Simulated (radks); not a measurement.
The numbers below are computed, except where a source is named.
Q: The tin ion Sn4+ is in [Kr] 4d10. Level of theory: non-relativistic Kohn-Sham, PBE, spin-polarised, spherical densities, point nucleus (a radial shooting solver on a logarithmic mesh with Libxc functionals). Open shells are filled with parallel spins first. One electron is removed from 3d, 4p, 4s, 4d in turn, with full relaxation. Which removal costs least, and what does each cost?

A: 4d 77.627 eV; 4p 139.31 eV; 4s 176.18 eV; 3d 545.25 eV. The 4d electron leaves first.
